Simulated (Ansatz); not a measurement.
ClFH$_{2}$OSTi, SMILES `[OH][Ti]([F])([SH])[Cl]`, relaxed with RKS PBE0-D4/def2-TZVP in Ansatz 0.2.0 from a GFN2-xTB geometry. The force threshold is 0.005 eV/Å; the program also tests the step.

The species carries charge 0 and has multiplicity 1.

Start:

```xyz
7

O    -0.028    1.027   -1.380
Ti    0.401    0.122   -0.047
F     1.143    0.664    1.392
S    -1.615   -0.632    0.779
Cl    1.423   -1.683   -0.536
H    -0.304    1.598   -2.099
H    -1.019   -1.096    1.891
```

```
         step  energy (eV)  largest force (eV/Å)  largest move (Å)
            1  -51260.8837                 3.506             0.000
            2  -51261.1694                 1.011             0.192
            3  -51261.1923                 0.797             0.145
            4  -51261.2313                 0.344             0.122
            5  -51261.2448                 0.168             0.113
            6  -51261.2470                 0.127             0.046
 7 (rejected)  -51261.2363                 1.072             0.054
            8  -51261.2479                 0.054             0.026
            9  -51261.2503                 0.061             0.100
10 (rejected)  -51261.2050                 1.711             0.146
           11  -51261.2514                 0.039             0.066
12 (rejected)  -51261.2503                 0.168             0.044
           13  -51261.2516                 0.009             0.020
           14  -51261.2517                 0.007             0.005
           15  -51261.2517                 0.001             0.002
```

End:

```xyz
7

O    -0.111    0.913   -1.462
Ti    0.309   -0.017   -0.038
F     1.179    0.919    1.155
S    -1.691   -0.651    0.841
Cl    1.508   -1.784   -0.553
H    -0.114    1.778   -1.874
H    -1.080   -1.158    1.931
```

Hardware: 2 threads of an AMD EPYC 7R13 on a shared host and a share of an NVIDIA H100 80 GB. Wall time 47 s, peak host memory 0.93 GiB.
